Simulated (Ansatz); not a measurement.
The cluster Li5H4⁺. Total charge 1; triplet. Geometry PBE0-D4/def2-TZVP, that of the charge +1 singlet; atoms count from 1.

| atom | x (Å) | y (Å) | z (Å) |
| --- | --- | --- | --- |
| Li1 | 2.197 | 1.017 | 0.454 |
| Li2 | -2.151 | -1.033 | -0.610 |
| Li3 | -0.899 | 2.216 | -0.589 |
| Li4 | -0.069 | 0.025 | 0.233 |
| Li5 | 0.945 | -2.233 | 0.431 |
| H6 | -0.684 | -1.753 | 0.013 |
| H7 | 0.669 | 1.758 | 0.037 |
| H8 | 1.666 | -0.646 | 0.577 |
| H9 | -1.675 | 0.649 | -0.548 |

At PBE0-D4/def2-TZVP a singlet of charge 1 lies 4.50 eV below the triplet at the same geometry. The structure comes from a short search, and lower isomers may exist.

**Question.** Estimate the Mulliken populations from the PBE0/def2-TZVP orbitals of Ansatz.

**Answer.** 
| atom | charge (e) | spin (α − β) |
| --- | --- | --- |
| Li1 | 0.72 | 0.12 |
| Li2 | 0.72 | 0.12 |
| Li3 | 0.72 | 0.12 |
| Li4 | -0.06 | 0.48 |
| Li5 | 0.72 | 0.12 |
| H6 | -0.46 | 0.26 |
| H7 | -0.46 | 0.26 |
| H8 | -0.46 | 0.26 |
| H9 | -0.46 | 0.26 |
Mulliken values and Mayer orders depend strongly on the basis.

**Question.** Where does the spin sit?

**Answer.** Summed by element: Li 0.95, H 1.05, of 2 unpaired in all. Largest on single atoms: Li4 0.48, H6 0.26, H7 0.26.
